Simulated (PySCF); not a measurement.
Input of a run (PBE0-D3(BJ)/def2-SVP geometry optimisation, gas phase (PySCF 2.14.0)), started from GFN2-xTB:
```
{"job": {"xc": "PBE0", "basis": "def2-SVP", "d3": "d3bj", "grid": 1, "kind": "geom"}, "charge": 0, "multiplicity": 1}
Si    -2.494477     0.065687     0.728987
O     -1.916393    -0.159796    -0.769409
Si    -0.731697    -0.392095    -1.838613
O      0.677214    -0.640901    -1.077725
Si     1.595239    -0.488546     0.245290
P      2.417176     1.594334     0.284188
H     -3.893217     0.414413     0.495285
H     -2.346268    -1.190955     1.465006
H     -1.743741     1.142949     1.373873
H     -1.011564    -1.638666    -2.531470
H     -0.611151     0.827233    -2.622051
H      2.575499    -1.562097     0.070229
H      0.789922    -0.685804     1.453660
H      3.276966     1.353964     1.343598
H      3.412079     1.368268    -0.654071
```

Output (energies in Eh, forces in Eh/bohr):
```
step   0  E = -1364.68230233  max force = 0.021294
step   1  E = -1364.69358133  max force = 0.003781
step   2  E = -1364.69372521  max force = 0.001437
step   3  E = -1364.69382412  max force = 0.001606
step   4  E = -1364.69389613  max force = 0.002155
step   5  E = -1364.69398126  max force = 0.001841
step   6  E = -1364.69398569  max force = 0.001468
step   7  E = -1364.69407821  max force = 0.001160
step   8  E = -1364.69412214  max force = 0.001178
step   9  E = -1364.69417803  max force = 0.001723
step  10  E = -1364.69424271  max force = 0.001170
step  11  E = -1364.69430652  max force = 0.001011
step  12  E = -1364.69445757  max force = 0.000987
step  13  E = -1364.69463157  max force = 0.002960
step  14  E = -1364.69472993  max force = 0.002385
step  15  E = -1364.69456685  max force = 0.002309
step  16  E = -1364.69487602  max force = 0.001692
step  17  E = -1364.69491445  max force = 0.000980
step  18  E = -1364.69502190  max force = 0.001061
step  19  E = -1364.69496699  max force = 0.003420
step  20  E = -1364.69521111  max force = 0.001785
step  21  E = -1364.69525221  max force = 0.001351
step  22  E = -1364.69529294  max force = 0.000354
step  23  E = -1364.69530025  max force = 0.000174
optimisation converged
```

Summarise the run.

The energy falls by 0.354 eV over 24 energy and gradient evaluations, the largest force component goes from 0.0213 to 1.7e-04 Eh/bohr, and the atoms move by 1.041 Å rms after alignment. The bond that changes most is P6–H14 (three-coordinate phosphorus to P–H hydrogen), which lengthens by 0.044 Å. Bonds longer at the end by more than 0.005 Å: 14 of 14; shorter: 0. Among the angles that change most is H10–Si3–H11, from 118.6° to 111.5°. Among the dihedrals that turn most is Si3–O4–Si5–P6, from -80° to -24°. The energy rose by more than 1e-6 Eh at steps 15 and 19. The first step brought 87 % of the lowering.

What are the final bond lengths?

Si1–O2 1.657 Å, O2–Si3 1.645 Å, Si3–O4 1.655 Å, O4–Si5 1.660 Å, Si5–P6 2.266 Å, Si1–H7 1.489 Å, Si1–H8 1.493 Å, Si1–H9 1.495 Å, Si3–H10 1.486 Å, Si3–H11 1.487 Å, Si5–H12 1.491 Å, Si5–H13 1.493 Å, P6–H14 1.429 Å, P6–H15 1.428 Å. Numbering counts from 1 in the input's order; the species is `O([SiH3])[SiH2]O[SiH2]P`.

The run used 145 basis functions and 160 SCF cycles in all. Cost: about 4 min of CPU time on one thread; the machine was shared, so the figure is rough.

No PBE0-D3(BJ)/def2-SVP frequencies stand behind this structure, so it isn't proved a minimum. The numbers are those of one conformer.
